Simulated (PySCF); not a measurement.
# Aluminium: highly charged ions in a basis for the neutral atom

Al⁷⁺ [He] 2s2 2p2, Al⁸⁺ [He] 2s2 2p1. All numbers are calculated (PySCF 2.14, the non-relativistic Hamiltonian (point nucleus), in pcseg-2 (5s4p2d1f, 34 functions)). No spin-orbit coupling, so a gap to NIST mixes the basis error with missing relativistic terms.

Changed run: basis of the neutral atom used for a highly charged ion. This setting is unsound on purpose.

| species | method | sound run (hartree) | changed run (hartree) | converged |
| --- | --- | --- | --- | --- |
| Al⁷⁺ | UHF | not run | -213.88225 | yes |
| Al⁷⁺ | LDA | not run | -213.00843 | yes |
| Al⁷⁺ | TPSS | not run | -214.10468 | yes |
| Al⁸⁺ | UHF | not run | -203.42746 | yes |
| Al⁸⁺ | LDA | not run | -202.53778 | yes |
| Al⁸⁺ | TPSS | not run | -203.63017 | yes |

Ionisation energy of Al⁷⁺:

```json
{"method": "UHF", "changed run (eV)": "284.49", "NIST (eV)": "284.64 ± 0.07"}
{"method": "LDA", "changed run (eV)": "284.92", "NIST (eV)": "284.64 ± 0.07"}
{"method": "TPSS", "changed run (eV)": "285.03", "NIST (eV)": "284.64 ± 0.07"}
```

The contracted functions were made for the neutral atom and can be too rigid for a highly charged ion.
